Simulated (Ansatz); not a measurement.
System: InF2, charge 1, multiplicity 1. It need not be the lowest isomer of its formula. 
Geometry from a B3LYP-D3(BJ)/def2-TZVP (Ansatz, a first-principles code) optimisation:
```
In
F 1 1.8552
F 1 1.8552 2 180.00
```
Charge +1, spin multiplicity 1.

Basis-set convergence of Hartree-Fock and CCSD(T) correlation energies (hartree) with Ansatz. Cores are frozen in the correlated levels unless marked. Spin-orbit coupling is left out. The frozen core is the preceding noble-gas configuration, with the filled d and f shells of earlier blocks. In def2 rows, elements after Kr have scalar-relativistic effective core potentials.

```tsv
basis	functions	E(HF)	E(corr, CCSD(T))
def2-SVP	54	-387.63357	-0.43558
def2-TZVPP	112	-387.90857	-0.57437
def2-QZVPP	196	-387.92134	-0.62497
```

Extrapolating the two largest sets (X = 3 and 4) as X^-3: E(corr) = (64·(-0.62497) - 27·(-0.57437))/37 = -0.6619 Eh, an estimate of the basis-set limit. The largest set recovers 94.4 % of it, the smallest 65.8 %.
